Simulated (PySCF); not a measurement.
# Spinor energies of Br (bromine, neutral)

Start: [Ar] 3d10 4s2 4p5; 4p1/2 filled at m_j = +1/2; 4p3/2 filled at m_j = -3/2, -1/2, +1/2, +3/2. Calculated with PySCF 2.14 in x2c-TZVPall-2c with one added diffuse shell each of s, p, d type (7s8p5d1f, 63 functions): generalised Hartree-Fock with the X2C-1e Hamiltonian and a Gaussian nucleus; one run each with spin-orbit coupling (SO) screened by Boettger's factors, then bare. This is a chosen level, not necessarily the ground level.

```
spinor shell  electrons  ε, screened SO (eV)  ε, bare SO (eV)  weight of nominal j (bare SO)  rms radius, bare SO (bohr)
       1s1/2          2             -13557.2         -13557.2                          1.000                      0.0492
       2s1/2          2              -1825.9          -1825.9                          1.000                       0.205
       2p1/2          2              -1637.7          -1639.8                          1.000                       0.180
       2p3/2          4              -1589.7          -1588.7                          1.000                       0.184
       3s1/2          2              -277.53          -277.54                          1.000                       0.588
       3p1/2          2              -210.27          -210.59                          1.000                       0.601
       3d3/2          4              -86.567          -86.844                          1.000                       0.647
       3d5/2          6              -85.496          -85.322                          1.000                       0.653
       4s1/2          2              -27.851          -27.855                          0.999                        1.83
       4p1/2          1              -13.665          -13.694                          0.974                        2.21
       4p3/2          4              -12.138          -12.130                          0.981                        2.30
```

Question: Where does 3p3/2 lie, and what is the 3p spin-orbit splitting (bare SO)?

Answer: At -203.04 eV, 7.549 eV above 3p1/2.

| quantity | screened SO | bare SO |
| --- | --- | --- |
| E (hartree) | -2604.46921 | -2604.48651 |
| M_J | 1/2 | 1/2 |
| ⟨J²⟩ | 0.918 | 0.903 |
| ⟨L²⟩ | 2.024 | 2.026 |
| ⟨S²⟩ | 0.762 | 0.763 |

Each row is a mean over spinors that exchange with the open shell spreads, by up to 2.116 eV (4s1/2).

⟨J²⟩ departs a little from M_J(M_J + 1) because the unrestricted spinors polarise the closed shells.
